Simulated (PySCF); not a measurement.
A GIAO shielding run with PySCF 2.14.0 with density-fitted response routines (density fitting, non-relativistic, gas phase) on `InChI=1S/C3H12OSSi3/c1-5-8-3(6,7)2-4/h2H,8H2,1,6-7H3`:

```
$ OMP_NUM_THREADS=1 python probes_run.py task.json out

{"job": {"kind": "nmr", "xc": "PBE0", "basis": "pcSseg-1"}, "charge": 0, "multiplicity": 1}
C      3.597489    -0.311784     0.083570
S      1.998985    -0.030311     0.905565
Si     0.740489    -0.160156    -0.815302
C     -1.058276     0.059116    -0.275007
Si    -1.488553     1.846675     0.294355
Si    -1.587675    -1.284862     0.982863
C     -1.850627    -0.092953    -1.485227
O     -2.561714     0.789652    -1.910937
H      3.763014     0.455560    -0.665525
H      4.362519    -0.254370     0.850165
H      3.601836    -1.295538    -0.374384
H      0.978091    -1.470189    -1.433736
H      1.165684     0.874509    -1.761916
H     -0.727560     2.090343     1.524175
H     -1.067805     2.790849    -0.735315
H     -2.914911     1.920057     0.584511
H     -3.025410    -1.160302     1.221829
H     -1.314280    -2.605048     0.404185
H     -0.835343    -1.091709     2.216022
H     -1.781101    -1.058860    -2.022625
```

Hardware: 1 thread of an Arm Neoverse N1, shared host. The job also computes population analyses, field gradients.

Task: How large is the calculation?

Result: 96 electrons, 224 basis functions and 1258 auxiliary functions.

Task: How long does it take, and how much memory does it need?

Result: 96 s of wall time, with 14 SCF cycles and 5 response iterations; peak memory 1.1 GiB. Times on a shared host scatter by some tens of per cent.
